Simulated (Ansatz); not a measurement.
CH6FNSn can be A, `C[NH][SnH2][F]`, or B, `[CH3][SnH]([NH2])[F]`.

Calculated with Ansatz (gas phase, PBE0-D4/def2-TZVP geometries, no zero-point term in ΔE). CCSD(T)/CBS adds triple-zeta CCSD(T) − MP2 to the extrapolated MP2 energy (def2 sets, frozen cores). DFT in def2-TZVPP. B3LYP here is the variant with VWN-RPA as its local correlation; programs differ in this. def2 core potentials past Kr. For Sn outer-core shells are correlated without core-valence functions, which leaves a few kJ/mol of doubt a bond. Each species was taken in one conformer, which may not be the lowest.

Q: Which is lower in electronic energy at CCSD(T)/CBS, and by how much? (An estimate is asked.)

A: The calculation gave: B, by 79.1 kJ/mol.

Q: Give E(B) − E(A) in kJ/mol with ωB97M-V, B3LYP-D4, CCSD/def2-TZVPP, CCSD(T)/def2-TZVPP, r2SCAN-D4, LDA (SPW92), BLYP-D4. (Estimate.)

A: The calculation gave: ωB97M-V -73.2, B3LYP-D4 -69.2, CCSD/def2-TZVPP -73.8, CCSD(T)/def2-TZVPP -74.5, r2SCAN-D4 -73.8, LDA (SPW92) -64.1, BLYP-D4 -67.8. None reverses the order clearly.

Q: Does the order hold for the free energy at 298.15 K (harmonic terms from PBE0-D4)? (Best estimate.)

A: Ansatz gave: Yes: G(B) − G(A) = -80.8 kJ/mol, for one conformer each.

Largest T1 diagnostic: 0.013.

At CCSD(T), def2-SVP lies +29.9 kJ/mol from the extrapolated value and def2-TZVPP +4.5 kJ/mol. Leaving LDA and LC-ωPBE aside and taking each functional with its dispersion term where it has one, the values, not all of them listed here, spread over 7.8 kJ/mol, from PBE-QIDH to B97M-V. LDA lies +5.7 kJ/mol from PBE without D4.
